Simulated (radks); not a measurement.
Cs14+, configuration [Kr] 4d5. All-electron calculation, non-relativistic Kohn-Sham, TASK exchange with Perdew-Wang LDA correlation, spin-polarised, spherical densities, point nucleus; open shells are filled with parallel spins first (spin-orbit coupling, left out, can overturn this in heavy ions); meta-GGA in the generalised Kohn-Sham scheme; relativity is left out, which matters for an element this heavy. Program: a radial shooting solver on a logarithmic mesh with Libxc functionals. Some entries of the table are withheld. Estimate them.

orbital  occ.  eigenvalue (eV)  <r^2> (bohr^2)
1s up       1        -34591.75        0.001023
1s down     1        -34591.74        0.001023
2s up       1        -5563.005         0.01656
2s down     1        -5559.068         0.01655
2p up       3        -5257.767         0.01241
2p down     3        -5254.814         0.01240
3s up       1        -1391.095          0.1114
3s down     1        -1389.231          0.1111
3p up       3        -1261.618          0.1058
3p down     3        -1259.491          0.1055
3d up       5        -1021.369         0.08749
3d down     5        -1018.047         0.08730
4s up       1        -479.5465             (1)
4s down     1        -469.2091             (2)
4p up       3        -430.2603             (3)
4p down     3        -419.7872             (4)
4d up       5        -343.2525          0.6233

Answer. 
(1) 4s up <r^2> (bohr^2): 0.5405
(2) 4s down <r^2> (bohr^2): 0.5422
(3) 4p up <r^2> (bohr^2): 0.5675
(4) 4p down <r^2> (bohr^2): 0.5697
